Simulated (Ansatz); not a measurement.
CH$_{6}$FInSi, SMILES `[CH3][In]([F])[SiH3]`: the same geometry under several functionals.

```yaml
crystal:
  periodic: [false, false, false]
  atoms:
    - {symbol: C, position_ang: [0.236090, 1.964643, -1.046510]}
    - {symbol: In, position_ang: [0.374389, -0.046687, -0.337405]}
    - {symbol: F, position_ang: [1.811049, -0.952633, -1.348382]}
    - {symbol: Si, position_ang: [-0.613612, -1.726729, 1.323698]}
    - {symbol: H, position_ang: [1.185936, 2.466368, -0.854075]}
    - {symbol: H, position_ang: [0.073755, 1.940904, -2.125142]}
    - {symbol: H, position_ang: [-0.571052, 2.515649, -0.565840]}
    - {symbol: H, position_ang: [0.456083, -2.204795, 2.239102]}
    - {symbol: H, position_ang: [-1.700898, -1.119618, 2.137806]}
    - {symbol: H, position_ang: [-1.168738, -2.888301, 0.579547]}
basis:
  gaussian: {orbitals: def2-TZVPP}
hamiltonian: {xc: {name: B2PLYP}}
```

```sh
$ ansatz run in.yaml --threads 4 --pin off --events-out ev --progress --plain
```

Output, abridged:

```
Functional definition: B2PLYP
1569 factors; integrals over basis functions are off by at most 1.1e-3 eV
mean field evaluation 1: about -16880.1660 eV, gradient 5.8e1 eV
mean field evaluation 2: about -16880.2116 eV, gradient 5.8e1 eV
mean field evaluation 4: about -16886.6859 eV, gradient 9.3e0 eV
mean field evaluation 8: about -16886.8473 eV, gradient 6.5e-1 eV
mean field evaluation 16: about -16886.8482 eV, gradient 1.4e-4 eV
mean field -16886.84818318 eV, -620.5802244149 hartree, gradient 9.7e-6 eV, S^2 0.000000; 0 other end points of the search recorded, 0 dependent functions left out
11 core orbitals not correlated: weight in the atoms' cores, before any rotation towards them, 1.000 or more for the frozen orbitals, at most 0.000 for the correlated occupied ones
reference -16886.84839028 eV, -620.5802320259 hartree; 17, 17 occupied and 210, 210 virtual orbitals, 1569 factors
second order -27.92467209 eV of doubles, -0.00000000 eV of singles
Total energy: -16894.38805175 eV, -620.8573094741 hartree
```

Run time 2.7 s (4 threads of a server CPU on a shared host); peak host memory 0.61 GiB.

With the line `hamiltonian: {xc: pbe, dispersion: d4}` and forces (abridged; 1.4 s):

```
Functional definition: PBE
mean field evaluation 16: about -16897.7307 eV, gradient 4.3e-3 eV
mean field -16897.73069731 eV, -620.9801494329 hartree, gradient 4.9e-5 eV, S^2 0.000000
Total energy: -16897.90405699 eV, -620.9865202836 hartree
Atom 0 force    -0.001784     0.070435    -0.026971 eV/Å
Atom 1 force    -0.289438     0.066742     0.252426 eV/Å
Atom 2 force     0.332847    -0.210729    -0.233888 eV/Å
Atom 3 force     0.018454     0.037460    -0.034773 eV/Å
Atom 4 force     0.183559     0.082836     0.041918 eV/Å
Atom 5 force    -0.030596    -0.017720    -0.204981 eV/Å
Atom 6 force    -0.157002     0.087475     0.102014 eV/Å
Atom 7 force     0.106001    -0.053019     0.093261 eV/Å
Atom 8 force    -0.107312     0.056430     0.081677 eV/Å
Atom 9 force    -0.054728    -0.119911    -0.070684 eV/Å
Dipole moment:    -0.463837     0.369879     0.294708 e Å
```

The same input with `hamiltonian: {xc: {name: r2SCANh}, dispersion: d4}` (abridged; 2.3 s):

```
Functional definition: r2SCANh
mean field evaluation 16: about -16904.8262 eV, gradient 9.3e-5 eV
mean field -16904.82621045 eV, -621.2409047314 hartree, gradient 3.2e-5 eV, S^2 0.000000
Total energy: -16904.87172339 eV, -621.2425773008 hartree
```

With the line `hamiltonian: {xc: pbe0, dispersion: d4}` (abridged; 1.6 s):

```
Functional definition: PBE0
mean field evaluation 16: about -16898.6978 eV, gradient 1.0e-4 eV
mean field -16898.69782519 eV, -621.0156907270 hartree, gradient 2.8e-5 eV, S^2 0.000000
Total energy: -16898.84625381 eV, -621.0211453782 hartree
```

Changing it to `hamiltonian: {xc: r2scan, dispersion: d4}` and forces (abridged; 2.1 s):

```
Functional definition: r2SCAN
mean field evaluation 16: about -16905.4535 eV, gradient 9.4e-5 eV
mean field -16905.45347210 eV, -621.2639561717 hartree, gradient 2.8e-5 eV, S^2 0.000000
Total energy: -16905.49521418 eV, -621.2654901648 hartree
Atom 0 force     0.007857     0.072101    -0.036903 eV/Å
Atom 1 force    -0.065450    -0.023449     0.073463 eV/Å
Atom 2 force     0.037460    -0.013340    -0.030627 eV/Å
Atom 3 force    -0.002109    -0.006762     0.003476 eV/Å
Atom 4 force    -0.017196    -0.013404    -0.004800 eV/Å
Atom 5 force     0.005605    -0.002333     0.019102 eV/Å
Atom 6 force     0.020612    -0.016372    -0.010773 eV/Å
Atom 7 force    -0.022892     0.004251    -0.017033 eV/Å
Atom 8 force     0.023851    -0.020392    -0.015041 eV/Å
Atom 9 force     0.012263     0.019700     0.019135 eV/Å
Dipole moment:    -0.483234     0.372096     0.312518 e Å
```

With the line `hamiltonian: {xc: {name: BLYP}, dispersion: d4}` (abridged; 1.1 s):

```
Functional definition: BLYP
mean field evaluation 16: about -16903.8476 eV, gradient 1.8e-4 eV
mean field -16903.84758487 eV, -621.2049409045 hartree, gradient 7.0e-5 eV, S^2 0.000000
Total energy: -16904.21549639 eV, -621.2184614034 hartree
```
